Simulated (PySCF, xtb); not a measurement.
Zn(Br)(OH) (BrHOZn), SMILES [OH][Zn][Br]. The values are those of a single conformer.

Harmonic wavenumbers (cm⁻¹) from xtb 6.7.1 with GFN2-xTB at its own minimum, in rising order: 85, 252, 330, 494, 667, 3710.

Question: What does B3LYP-D3(BJ)/def2-TZVP run with PySCF 2.14.0 give at its own minimum? (The exact figures need the calculation; the answer reports its results.)

Answer: 121, 128, 293, 677, 775, 3840. Paired by order, the mean absolute difference is 103 cm⁻¹ and the zero-point energies are 7.9 and 8.3 kcal/mol.
